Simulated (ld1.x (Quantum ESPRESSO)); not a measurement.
# calcium: one change to a TM potential, before and after

```
Element                 : calcium
Generator               : ld1.x (Quantum ESPRESSO) 7.5
Type                    : norm-conserving Troullier–Martins (Kleinman–Bylander form)
Functional              : revPBE
Relativity              : scalar-relativistic
Frozen core             : [Ne]
Valence charge          : 10
Reference configuration : 3s2 3p6 3d0 4s2 4p0
Partial waves           : 3s (bound): rc 1.85 bohr; 3p (bound): rc 1.85 bohr; 3d (bound, empty): rc 1.55 bohr
Local potential         : all-electron potential smoothed inside 1.80 bohr (lloc = -1)
Core correction         : none
```

Occupied shells without a wave of their own: 4s. They enter only through the test configuration that unscreens the potential.

Change: wave 3s (bound): rc 1.85 bohr becomes 3s (bound): rc 1.56 bohr.

Cutoffs: the cutoffs (Ry, on a coarse ladder) from which the occupation-weighted sum of valence levels, in a spherical-Bessel basis at the reference potential, stays within 10 and 1 mRy of its value at 400 Ry; they do not see the model core or the augmentation charge, which bear on the density cutoff. Errors are all-electron minus pseudo energies relative to the spin-unpolarised reference configuration.

Problem. How do hardness, ghosts and transferability respond?

Solution. The potential gets harder (30 Ry and 55 Ry → 35 Ry and 70 Ry); of the 7 tests that both files solve, the error grows in 5 and shrinks in 2 by more than 15 % and 0.3 meV (median size 36.8 → 44.3 meV); neither file shows a bound ghost. A smaller radius makes the pseudo-wave follow the all-electron one further in, where it bends more sharply, so more plane waves are needed.

| quantity | base | changed |
| --- | --- | --- |
| cutoff, loose | 30 Ry | 35 Ry |
| cutoff, tight | 55 Ry | 70 Ry |
| loose cutoff by channel (10 mRy a level) | s 21 Ry, p 25 Ry | s 30 Ry, p 25 Ry |
| bound ghosts | none | none |
| error for 3s2 3p6 3d0 4s1 4p0, meV [ΔE 6.25 eV] | -28 | +45 |
| error for 3s2 3p6 3d0 4s0 4p0, meV [ΔE 17.98 eV] | -84 | +126 |
| error for 3s2 3p6 3d0 4s1.5 4p0, meV [ΔE 2.48 eV] | -12 | +19 |
| error for 3s1 3p6 3d0 4s2 4p0, meV [ΔE 54.29 eV] | -56 | -44 |
| error for 3s2 3p6 3d1 4s0 4p0, meV [ΔE 7.60 eV] | -37 | +73 |
| error for 3s2 3p5 3d0 4s2 4p0, meV [ΔE 34.68 eV] | +47 | -2.9 |
| error for 3s2 3p6 3d1 4s1 4p0, meV [ΔE 2.28 eV] | -12 | +27 |
| s: phases at 2.01 bohr within 0.05 rad from the reference energy up to (Ry; the scan ends near 5) | 1.3 | 1.6 |
| p: phases at 2.01 bohr within 0.05 rad from the reference energy up to (Ry; the scan ends near 5) | 2.8 | 2.8 |
| d: phases at 2.01 bohr within 0.05 rad from the reference energy up to (Ry; the scan ends near 5) | 3.3 | 3.3 |

Base: The cutoffs count occupied waves only; the empty 3d level needs 55 Ry at the loose tolerance. Changed file: The cutoffs count occupied waves only; the empty 3d level needs 55 Ry at the loose tolerance.
